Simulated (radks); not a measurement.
Values are calculated unless marked as measured or tabulated.
These are the eigenvalues of the occupied orbitals of an atom or ion with whole-number occupations (eV). Level of theory: scalar-relativistic Kohn-Sham, PBEsol, spin-polarised, spherical densities, finite nucleus; Fermi nuclear charge, rms radius of each element as measured or else 0.836 A^(1/3) + 0.57 fm (a radial shooting solver on a logarithmic mesh with Libxc functionals).

1s: -63828.33
2s: -14326.13
2p: -13200.39
3s: -5868.708

Which element is it, and in what charge state? The configuration may be excited. Open shells, if any, are filled with parallel spins first.

Answer. Z = 69, thulium, charge +57: Tm57+ in [Ne] 3s2. The list shows which subshells hold electrons but not how many an open one holds; the 1s level, -2345.6 hartree, gives Z - s = 68.5 by -(Z - s)^2/2, which with screening and relativity narrows Z to a few neighbours, and the depths of the outer levels then fix element, charge and occupations together.
